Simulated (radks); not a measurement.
Values are calculated unless marked as measured or tabulated.
Successive ionisation energies (eV) of one element, from differences of total energies of ions in their ground configurations, starting at charge 0: 9.900, 18.572, 27.999, 50.235, 63.916, 121.24, 150.60, 181.81, 214.71, 249.15. Code: a radial shooting solver on a logarithmic mesh with Libxc functionals. Model: scalar-relativistic Kohn-Sham, PBE, spin-polarised, spherical densities, finite nucleus; open shells are filled with parallel spins first; Fermi nuclear charge, rms radius 4.0968 fm. Which element is it?

Answer. Arsenic (Z = 33). The first species listed is As in [Ar] 3d10 4s2 4p3, the last As9+ in [Ar] 3d6.
